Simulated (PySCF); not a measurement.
## A series of derivatives of C=C[SiH](N)[SiH2]O

Parent skeleton `[CH2:1]=[CH:2][SiH:3]([NH2:4])[SiH2:5][OH:6]`; one hydrogen on atom 3 is replaced by X. Hydrogens on one atom are averaged.

Gas phase, one computed conformer, non-relativistic Hamiltonian, averaged over atoms made equivalent by symmetry, fast rotation or ring inversion. NMR shieldings at PBE0/pcSseg-1/GIAO; GFN2-xTB geometry; PySCF 2.14.

Referencing at the same level of theory: 13C (186.93 ppm) and 29Si (349.16 ppm) and 1H (31.72 ppm) against TMS; 15N (267.73 ppm) against NH3; 17O (336.08 ppm) vs H2O.

Question: Give δ (ppm) for X = ethynyl, vinyl, propynyl, allyl.

Answer: 
```csv
X,SMILES,C1,C2,Si3,N4,Si5,O6,H(C1),H(C2),H(Si5)
ethynyl,C#C[Si@](N)(C=C)[SiH2]O,141.4,145.4,-46.9,18.9,-29.0,-5.7,6.42,6.50,5.52
vinyl,C=C[Si](N)(C=C)[SiH2]O,142.1,149.5,-21.3,20.2,-33.4,-12.6,6.22,6.52,5.55
propynyl,C=C[Si@](N)(C#CC)[SiH2]O,140.3,144.7,-50.1,14.5,-33.5,-6.9,6.34,6.40,5.27
allyl,C=CC[Si@@](N)(C=C)[SiH2]O,139.0,151.4,-28.0,10.6,-30.6,-14.9,5.83,6.47,5.54
```

Question: Which position responds most, and to which substituents?

Answer: Si3: from -50.1 ppm with propynyl to -21.3 ppm with vinyl.

Experimental scales use liquid or dissolved standards, which lie at an offset from isolated NH3 (liquid NH3: subtract about 20 ppm) and H2O (liquid H2O: subtract about 36 ppm).
